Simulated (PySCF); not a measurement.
Coordinates in bohr (charge 0 multiplicity 2):
```
Zr    0.3051   -0.0010    0.3671
O    -1.6171    0.0051   -2.2783
H    -1.6351    0.0051    3.4054
```

Level of theory: UPBE0/[Zr def2-TZVP with ECP28, O def2-TZVP, H def2-TZVP], scalar-relativistic core potentials, density fitting, no spin–orbit coupling, PySCF.

This geometry of HZrO is a stationary point at this level.

Task: What is the point group?

Result: Cs.

Task: Is it a minimum?

Result: Yes: all harmonic wavenumbers are real.

Task: List the harmonic modes with their infrared intensities.

Result: 
| symmetry | ω (cm⁻¹) | IR (km/mol) | type |
| --- | --- | --- | --- |
| a' | 437 | 132 | bend |
| a' | 968 | 232 | stretch |
| a' | 1536 | 284 | stretch |

Task: What are the dipole moment and the gap between the highest occupied and lowest empty levels of either spin?

Result: 5.85 D and 1.75 eV.

Task: Give the ideal-gas entropy at 298.15 K and 1 bar by parts.

Result: translation 167.1, rotation 84.5, vibration 4.0, spin 5.8; total 261.4 J/(mol K).

Only a few start shapes were tried, so a lower isomer may exist. With open d or f shells other occupations or spin states may lie lower.
